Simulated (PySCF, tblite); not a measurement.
Isomers of CH7NPSi4 (doublet state). Level: GFN2-xTB in tblite, geometry and Hessian alike; calculated harmonic values, unscaled, isolated species. Errors from tens to a few hundred cm⁻¹ against measured bands are possible. Modes of hydrogen on phosphorus and silicon can be 10 to 20 % off. One conformer each. Open shells enter through the occupations alone, without spin polarisation, and single modes of such species can be off by tens of per cent.

Electronic energies: B3LYP/pcH-1 single points on the GFN2-xTB geometries (PySCF, gas phase).

```csv
SMILES,"electronic energy, lowest = 0 (kJ/mol)"
N#C[Si]1[SiH2][SiH](P)[SiH2]1,18.1
N#C[SiH]1[SiH2][Si](P)[SiH2]1,13.9
N#C[Si@H]1[SiH2][Si@@H]([PH])[SiH2]1,0.0
```

Problem. How do GFN2-xTB zero-point energies change the relative energies?

Solution. 
| SMILES | ZPE (kJ/mol) | of it from modes above 1550 cm⁻¹ | electronic (kJ/mol) | with ZPE, lowest = 0 (kJ/mol) | lowest mode (cm⁻¹) | rings |
| --- | --- | --- | --- | --- | --- | --- |
| N#C[Si@H]1[SiH2][Si@@H]([PH])[SiH2]1 | 171.5 | 105.9 | 0.0 | 0.0 | 21 | 1 |
| N#C[SiH]1[SiH2][Si](P)[SiH2]1 | 176.2 | 107.5 | 13.9 | 18.6 | 25 | 1 |
| N#C[Si]1[SiH2][SiH](P)[SiH2]1 | 176.0 | 106.6 | 18.1 | 22.5 | 25 | 1 |

The zero-point energies span 4.7 kJ/mol, from `N#C[Si@H]1[SiH2][Si@@H]([PH])[SiH2]1` to `N#C[SiH]1[SiH2][Si](P)[SiH2]1`. The order is unchanged.

Problem. And how do the electronic energies of GFN2-xTB itself compare?

Solution. `N#C[Si@H]1[SiH2][Si@@H]([PH])[SiH2]1` 0.0; `N#C[SiH]1[SiH2][Si](P)[SiH2]1` 1.5; `N#C[Si]1[SiH2][SiH](P)[SiH2]1` 5.2 kJ/mol, lowest = 0. Against the energies above, taken from the same isomer `N#C[Si@H]1[SiH2][Si@@H]([PH])[SiH2]1`, the largest difference is 12.9 kJ/mol.
